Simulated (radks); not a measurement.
Ti VI, configuration [Ne] 3s2 3p5. Calculated with a radial shooting solver on a logarithmic mesh with Libxc functionals: Dirac Kohn-Sham, PBE, spin-unpolarised, spherical densities, finite nucleus; open shells are shared between the two j in proportion to 2j + 1; Fermi nuclear charge, rms radius 3.5921 fm. Some entries of the table are withheld. Estimate them.

orbital,occ.,eigenvalue (Ry),<1/r> (bohr^-1)
1s1/2,2,(1),21.80
2s1/2,2,(2),4.564
2p1/2,2,(3),(4)
2p3/2,4,(5),(6)
3s1/2,2,-9.93754,1.478
3p1/2,1.66667,(7),1.381
3p3/2,3.33333,(8),1.370

Answer. 
(1) 1s1/2 eigenvalue (Ry): -363.7965
(2) 2s1/2 eigenvalue (Ry): -45.44767
(3) 2p1/2 eigenvalue (Ry): -38.92742
(4) 2p1/2 <1/r> (bohr^-1): 4.496
(5) 2p3/2 eigenvalue (Ry): -38.50239
(6) 2p3/2 <1/r> (bohr^-1): 4.439
(7) 3p1/2 eigenvalue (Ry): -8.14529
(8) 3p3/2 eigenvalue (Ry): -8.08743
